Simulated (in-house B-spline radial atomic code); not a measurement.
## Ionising Ta5+ with different functionals

Computed with a B-spline radial code for spherical atoms: scalar-relativistic (spin-free X2C) Hamiltonian, Fermi nucleus of rms radius 5.3507 fm, spin-polarised at highest spin, spherical fractional occupations for the functionals, and exact exchange of hybrids averaged over the configuration. The ionisation energy is the difference of two self-consistent energies, [Xe] 4f14 → [Xe] 4f13, without Breit or QED terms; ε is the level of the shell that loses the electron (its least bound occupied spin orbital). There is no spin-orbit coupling in this Hamiltonian.

```tsv
method	rung	ΔSCF (eV)	-ε(4f) (eV)
PBE0	global hybrid	94.45	86.54
B3LYP	global hybrid	94.54	85.67
TPSSh	global hybrid	94.56	83.80
M06-2X	global hybrid	94.00	91.59
BHandHLYP	global hybrid	93.72	90.61
r2SCAN0	global hybrid	94.68	86.80
B97-1	global hybrid	94.49	85.81
HSE06	range-separated hybrid	94.37	86.04
wB97X	range-separated hybrid	94.31	88.40
CAM-B3LYP	range-separated hybrid	94.46	87.65
LC-wPBE	range-separated hybrid	94.70	87.85
```

(1) Among the functionals, which spreads more, the ΔSCF values or the orbital energies?

(2) How do they compare with the NIST value?

Results:

(1) The orbital energies: ΔSCF values span about 0.98 eV and the orbital energies 7.80 eV; here energy differences depend much less on the functional than eigenvalues do.

(2) NIST lists 94.01 eV ± 0.05 (semi-empirical, ground level to ground level). Errors run from -0.29 to +0.69 eV; M06-2X is closest (-0.01 eV), but part of that can be cancellation, since the calculations leave out spin-orbit coupling, Breit-QED terms, multiplet and fine-structure energies.
